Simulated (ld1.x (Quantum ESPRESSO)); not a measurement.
## Which change was made? (N, TM semilocal)

| Property | Result |
| --- | --- |
| Element | N (Z = 7) |
| Generator | ld1.x (Quantum ESPRESSO) 7.5 |
| Type | norm-conserving Troullier–Martins (semilocal form) |
| Functional | revPBE |
| Relativity | non-relativistic |
| Frozen core | [He] |
| Valence charge | 5 |
| Reference configuration | 2s2 2p1.5 (charge +1.5) |
| Partial waves | 2p (bound): rc 1.00 bohr; 2s (bound): rc 1.10 bohr |
| Local potential | the s channel |
| Core correction | Bessel-smoothed model core, default radius (core density twice the valence density) |

Cutoffs, loose and tight: the cutoffs (Ry, on a coarse ladder) from which the occupation-weighted sum of valence levels, in a spherical-Bessel basis at the reference potential, stays within 10 and 1 mRy of its value at 400 Ry. They do not see the model core or the augmentation charge, which bear on the density cutoff. Test errors are all-electron minus pseudo excitation energies from the reference, over the configurations 2s2 2p3; 2s2 2p2; 2s2 2p1; 2s1 2p0; 2s2 2p0; 2s2 2p2.5; 2s2 2p3.3; variants that change the core or the reference have their own tests.

The base gives: outcome: generated; cutoff, loose: 90 Ry; cutoff, tight: 120 Ry; bound ghosts: none; largest test error (meV): +181.

After one change the result is: outcome: generated; cutoff, loose: 80 Ry; cutoff, tight: 120 Ry; bound ghosts: none; largest test error (meV): +257. Which change was it?
A. type ultrasoft, which also changes the form from semilocal to separable; waves now 2s (bound): rcut 0.95, rcutus 1.10 bohr; 2s channel at -2.2 Ry: rcut 0.95, rcutus 1.10 bohr; 2p (bound): rcut 0.85, rcutus 1.00 bohr; 2p channel at -1.7 Ry: rcut 0.85, rcutus 1.00 bohr; local potential all-electron potential smoothed inside 0.80 bohr (lloc = -1); augmentation PSQ, inside the norm-conserving radii
B. wave 2p (bound): rc 1.00 bohr becomes 2p (bound): rc 1.14 bohr
C. wave 2p (bound): rc 1.00 bohr becomes 2p (bound): rc 0.76 bohr
D. reference 2s1 2p4

B. The others give: type ultrasoft, which also changes the form from semilocal to separable; waves now 2s (bound): rcut 0.95, rcutus 1.10 bohr; 2s channel at -2.2 Ry: rcut 0.95, rcutus 1.10 bohr; 2p (bound): rcut 0.85, rcutus 1.00 bohr; 2p channel at -1.7 Ry: rcut 0.85, rcutus 1.00 bohr; local potential all-electron potential smoothed inside 0.80 bohr (lloc = -1); augmentation PSQ, inside the norm-conserving radii → outcome: generated; cutoff, loose: 60 Ry; cutoff, tight: 80 Ry; bound ghosts: none; largest test error (meV): -47 | wave 2p (bound): rc 1.00 bohr becomes 2p (bound): rc 0.76 bohr → outcome: generated; cutoff, loose: 120 Ry; cutoff, tight: 180 Ry; bound ghosts: none; largest test error (meV): +103 | reference 2s1 2p4 → outcome: generated; cutoff, loose: 100 Ry; cutoff, tight: 140 Ry; bound ghosts: none; largest test error (meV): +313. In the semilocal form every listed channel keeps its own potential, so the choice of the local channel does not act on these tests. It acts once the file is put into the separable form.
